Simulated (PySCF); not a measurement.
(E)-1-bromo-1-fluoroprop-1-ene (C3H4BrF), SMILES C/C=C(\F)Br.

Geometry optimised at B3LYP-D3(BJ)/def2-SVP.

Two levels are set side by side: PBE/def2-TZVP (PySCF) and PBE0/def2-TZVP (PySCF). Same geometry, gas phase. Differences are taken from unrounded values.

```
quantity                      PBE0    PBE  PBE minus PBE0
---------------------------  -----  -----  --------------
orbital gap (eV)              7.11   4.87           -2.24
highest occupied level (eV)  -7.14  -5.96            1.19
lowest empty level (eV)      -0.03  -1.08           -1.05
dipole moment (D)             1.78   1.65           -0.12
mean polarisability (bohr³)   57.9   59.7             1.8
```

Without exact exchange PBE keeps part of each electron's self-repulsion, which lifts occupied levels and narrows the gap. Loosely held outer electrons make PBE densities more polarisable. Differences between two approximate levels are no errors against the true value.

Rough cost on one machine, each run with all the roots and properties that it gave: PBE0 against PBE within a factor of 2.
